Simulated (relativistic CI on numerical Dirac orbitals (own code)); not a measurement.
Spin-allowed bands of a d2 ion in a tetrahedral site, by hand

Problem. A d2 ion in a tetrahedral site has a 3A2 ground term and spin-allowed bands at ν1 = 4000 and ν2 = 6885 cm⁻¹ (from a computed ligand-field model). Find Δ and the Racah parameter B, and predict the third band.

Working.
1. The F term splits into A2 (−1.2Δ), T2 (−0.2Δ) and T1 (+0.6Δ), so ν1 = E(T2) − E(A2) = Δ = 4000 cm⁻¹.
2. T1(F) mixes with T1(P), which lies at 15B, through an element 0.4Δ. The two roots, counted from A2, are ν2,3 = ½(15B + 3Δ) ∓ ½√[(15B − Δ)² + 12BΔ].
3. Solving the lower root for B gives B = (2ν1² + ν2² − 3ν1ν2)/(15ν2 − 27ν1) = -3216775/-4725 = 681 cm⁻¹.
4. The sum of the roots is 15B + 3Δ, so ν3 = 15B + 3ν1 − ν2 = 15327 cm⁻¹ (652 nm).

Check. The bands were computed by exact diagonalisation of the d2 shell with B = 680 and Δ = 4000 cm⁻¹, which gives ν3 = 15315 cm⁻¹. C does not enter the terms of highest spin.
